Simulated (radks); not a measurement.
Results of a calculation; reference values are marked as such.
Problem. Level of theory: non-relativistic Kohn-Sham, LDA (Slater exchange, Perdew-Wang correlation), spin-polarised, spherical densities, point nucleus; open shells are filled with parallel spins first (spin-orbit coupling, left out, can overturn this in heavy ions) (a radial shooting solver on a logarithmic mesh with Libxc functionals). Response by self-consistent Sternheimer equations with the Hartree and adiabatic LDA kernel. For heavy and open-shell atoms this level of theory can miss by tens of per cent. Rank Be, Sb, Si, K+, Tc, O+ (NIST ground configurations) by static dipole polarisability, largest first.

Solution. Tc 84.82, Sb 47.55, Be 43.80, Si 41.85, K+ 5.744, O+ 2.647 bohr^3.
